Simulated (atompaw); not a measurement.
u(r) = r·R(r): atom against pseudo-atom (Te (Z = 52))

Columns: radius, all-electron u(r) and pseudo u(r) of the 5p shell (level -31.61 eV) of tellurium in the configuration [Kr] 4d10 5s2 5p1; PBE, scalar-relativistic, PAW (atompaw) scheme, atompaw 4.2.0.5.

| r (bohr) | all-electron | pseudo |
| --- | --- | --- |
| 0.077 | -0.1492 | 0.0014 |
| 0.154 | 0.1173 | 0.0058 |
| 0.231 | 0.2475 | 0.0132 |
| 0.308 | 0.1545 | 0.0240 |
| 0.385 | -0.0350 | 0.0383 |
| 0.462 | -0.2152 | 0.0565 |
| 0.538 | -0.3345 | 0.0786 |
| 0.615 | -0.3845 | 0.1054 |
| 0.692 | -0.3707 | 0.1368 |
| 0.769 | -0.3086 | 0.1729 |
| 0.846 | -0.2147 | 0.2135 |
| 0.923 | -0.1029 | 0.2582 |
| 1.000 | 0.0161 | 0.3066 |
| 1.077 | 0.1342 | 0.3578 |
| 1.154 | 0.2466 | 0.4109 |
| 1.231 | 0.3498 | 0.4647 |
| 1.308 | 0.4419 | 0.5180 |
| 1.385 | 0.5221 | 0.5692 |
| 1.462 | 0.5902 | 0.6172 |
| 1.538 | 0.6458 | 0.6599 |
| 1.615 | 0.6910 | 0.6974 |
| 1.692 | 0.7258 | 0.7281 |
| 1.769 | 0.7509 | 0.7516 |
| 1.846 | 0.7674 | 0.7675 |
| 1.923 | 0.7760 | 0.7760 |
| 2.000 | 0.7779 | 0.7779 |

(1) How many radial nodes do the two functions have?

(2) Is the pseudo-wave norm-conserving?

Results:

(1) The all-electron 5p function has n − l − 1 = 3; the pseudo-wave has 0, since the states of the same l below it are removed with the core.

(2) No, it belongs to a PAW set: the norm inside the radius is not constrained, and the difference is carried by the augmentation charge.
